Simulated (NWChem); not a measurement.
System: C₃H₄F₂Si; SMILES C#C[Si@@H](F)CF

Here is an NWChem input.

```
start job
memory heap 200 mb stack 900 mb global 1100 mb
geometry units angstroms noautoz
  C     -0.867039    -2.786581    -0.195636
  C     -0.373124    -1.699948     0.041825
  Si     0.326779    -0.047205     0.392314
  F      1.827695     0.022049    -0.223603
  C     -0.754722     1.242843    -0.456110
  F     -0.363182     2.512420    -0.089817
  H     -1.298894    -3.750255    -0.404055
  H      0.425233     0.195706     1.852498
  H     -0.690884     1.138361    -1.554492
  H     -1.813459     1.088631    -0.176679
end
basis spherical
  C library cc-pvtz
  Si library cc-pvtz
  F library cc-pvtz
  H library cc-pvtz
end
dft
  xc xtpss03 ctpss03
  iterations 150
  semidirect filesize 400000000
  mulliken
end
task dft energy
```

Coordinates come from a PBE0/def2-SVP optimisation.

Task: Predict the main results of this run. (TPSS/cc-pVTZ.) Quantities: basis functions; energy (Ha); highest occupied level (eV); orbital gap (eV); dipole (D).

Result: 
```
Quantity                      Result
---------------------------  -------
number of basis functions        240
energy (Ha)                  -606.09
highest occupied level (eV)    -7.18
orbital gap (eV)                5.63
dipole (D)                      2.74
```
